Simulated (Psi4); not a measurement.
C2H2Cl (SMILES C=[C-]Cl), charge -1, singlet, geometry from GFN2-xTB (a gas-phase anion, which may not be bound at this level). Base run: TPSS/6-31G in Psi4.

Geometry (Å):
```xyz
5

C     -0.1178     0.9724     0.0040
C      1.2095     1.0678     0.0113
Cl    -0.5970    -0.8590    -0.0072
H      1.9769     0.2812     0.0115
H      1.6222     2.0794     0.0183
```
Charge -1, spin multiplicity 1.
All else is at Psi4's defaults (density fitting, Cartesian functions).
Base energy -537.52990 Eh.

The base run was repeated with changes; each row names its change, and settings that it needs were set with it.

```tsv
change	ΔE vs base (µEh)	SCF cycles	grid points	basis functions	outcome
base	0.0	8	106604	35	converged
guess = sap	0.0	10	106604	35	converged
damping_percentage = 20	1.0	20	106604	35	converged
dft_spherical_points = 590	-1.4	8	208103	35	converged
basis_guess = true	0.0	7	106604	35	converged
e_convergence = 1e-8	0.0	9	106604	35	converged
dft_nuclear_scheme = becke	-2.0	8	106113	35	converged
guess = sapgau	0.0	9	106604	35	converged
d_convergence = 1e-8	0.0	11	106604	35	converged
dft_radial_points = 50	-144	8	72239	35	converged
basis_guess = sto-3g	0.0	8	106604	35	converged
dft_radial_points = 99	-0.3	8	140419	35	converged
soscf = true	-	-	-	35	stopped with an error
```

A gas-phase anion may not be bound at this level; its values then depend on the basis.

- soscf = true: ended with `Fatal Error: Vx: RKS does not support rotated V builds for MGGA's`
